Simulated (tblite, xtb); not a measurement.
C$_{3}$H$_{9}$In (SMILES [CH3][In]([CH3])[CH3]), singlet, geometry from GFN2-xTB (such geometries of metal compounds can be far from the true shape). Base run: GFN1-xTB (xtb).

Input for xtb:
```
$ xtb mol.xyz --gfn 1 --json

# file mol.xyz
13

In    -0.00027071     0.00058834    -0.00069908
C     -1.54741402    -1.60362658    -0.25516667
H     -1.47645898    -2.03150186    -1.25510468
H     -2.54532539    -1.18425536    -0.13021367
H     -1.39904443    -2.39480853     0.47847392
C     -0.16211960     1.91699700    -1.15548571
H      0.80256149     2.17280153    -1.59247574
H     -0.46352417     2.72452625    -0.48838330
H     -0.90066120     1.82322629    -1.95032013
C      1.71103614    -0.31596421     1.41393740
H      2.33646867     0.57422770     1.46297261
H      2.31750483    -1.15712290     1.07865522
H      1.33272866    -0.54035921     2.41094086
```

Programs used: tblite, xtb; a row that names a program was run with it.

Each row names what was changed in the base input (with any setting that the change needs).

| change | ΔE vs base (kcal/mol) | HOMO-LUMO gap (eV) | G_solv (kcal/mol) | SCF cycles |
|---|---|---|---|---|
| base | 0.000 | 4.72 | - | 8 |
| acc = 30 | 0.000 | 4.72 | - | 7 |
| etemp = 10000 | -9.33 | 4.72 | - | 8 |
| alpb = acetone | -4.54 | 4.73 | -4.58 | 8 |
| program = tblite; method = gfn1; option = (--etemp, 2000) | 0.000 | - | - | - |
| program = tblite; method = gfn1; option = (--guess, eeq) | 0.000 | - | - | - |
| acc = 0.0001 | 0.000 | 4.72 | - | 12 |
| alpb = water | -0.342 | 4.73 | -0.36 | 8 |
| alpb = chcl3 | -5.03 | 4.72 | -5.03 | 8 |
| program = tblite; method = gfn1 | 0.000 | - | - | - |

ALPB and GBSA are two models with their own fitted parameters for each solvent, which aren't always the measured dielectric constant.
